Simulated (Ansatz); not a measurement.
Reaction (hydrogenolysis of the Al–O bond): `[OH][Al]([SiH3])[Br]` + H₂ → `[SiH3][AlH][Br]` + H₂O

Calculated with Ansatz (gas phase, PBE0-D4/def2-TZVP geometries, no zero-point term in ΔE). CCSD(T)/CBS is the MP2 limit (def2-TZVPP, def2-QZVPP) plus CCSD(T) − MP2 in def2-TZVPP, frozen cores. This one scheme is used for every species. Functionals use def2-TZVPP. For Br outer-core shells are correlated without core-valence functions, which leaves a few kJ/mol of doubt a bond. Scalar relativity is left out up to krypton. One conformer a species, not always the lowest.

`[OH][Al]([SiH3])[Br]`:

Cartesian coordinates in Å:
```
O 0.686 -1.837 1.070
Al 0.161 -0.242 0.893
Si -0.328 0.666 -1.309
Br -0.084 1.033 2.750
H 0.887 -2.244 1.912
H -1.777 0.997 -1.403
H 0.012 -0.294 -2.393
H 0.443 1.921 -1.520
```

H₂:

Z-matrix (Å, degrees):
```
H
H 1 0.746
```

`[SiH3][AlH][Br]`:

```xyz
7

Si    0.017   -0.271    1.075
Al   -0.080    0.109   -1.339
Br    0.181    2.238   -2.064
H    -0.377    0.945    1.836
H     1.411   -0.632    1.464
H    -0.869   -1.397    1.484
H    -0.283   -0.991   -2.457
```

H₂O:

Cartesian coordinates in Å:
```
O 0.015 -0.373 0.111
H 0.217 0.402 0.639
H -0.233 -0.029 -0.750
```

Q: Is it downhill or uphill in electronic energy at CCSD(T)/CBS, and by how much? (An estimate is asked.)

A: Ansatz gave: Uphill: ΔE = +30.0 kcal/mol.

Q: What do these levels give: B97M-V, PBE, BHLYP, CAM-B3LYP, CCSD/def2-SVP, CCSD(T)/def2-TZVPP? (Estimate.)

A: Computed: B97M-V 28.4, PBE 28.7, BHLYP 29.4, CAM-B3LYP 30.3, CCSD/def2-SVP 28.9, CCSD(T)/def2-TZVPP 30.2 kcal/mol.

Largest T1 diagnostic among the species: 0.011.

From r2SCAN to r2SCAN0 (25 % exact exchange), in def2-TZVPP and without D4, ΔE moves by −1.2 kcal/mol. The D4 term adds +1.1 kcal/mol with B3LYP and +0.6 kcal/mol with PBE0; it sums over pairs of atoms, weighted by their polarisabilities, and B3LYP, whose exchange is more repulsive, gets the larger term. In def2-TZVPP, CCSD(T) changes the Hartree–Fock value by +2.9 kcal/mol (the triples alone add +0.7 kcal/mol) and MP2 by +4.9 kcal/mol.

B3LYP here is the variant with VWN-RPA as its local correlation; programs differ in this.
